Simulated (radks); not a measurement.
The numbers below are computed, except where a source is named.
All-electron atom: B II in [He] 2s2 (the NIST ground configuration). Level of theory: non-relativistic Kohn-Sham, exchange-only PBE, spin-polarised, spherical densities, point nucleus (a radial shooting solver on a logarithmic mesh with Libxc functionals).

X-ray form factor f0, the Fourier transform of the density (f0(0) = 4):

sin(theta)/lambda (1/angstrom)  f0 (electrons)
0.05                                     3.859
0.1                                      3.492
0.15                                     3.028
0.2                                      2.586
0.25                                     2.231
0.3                                      1.974
0.4                                      1.677
0.5                                      1.519
0.6                                      1.397
0.8                                      1.148
1                                        0.903
1.25                                     0.648
1.5                                      0.460
2                                        0.236
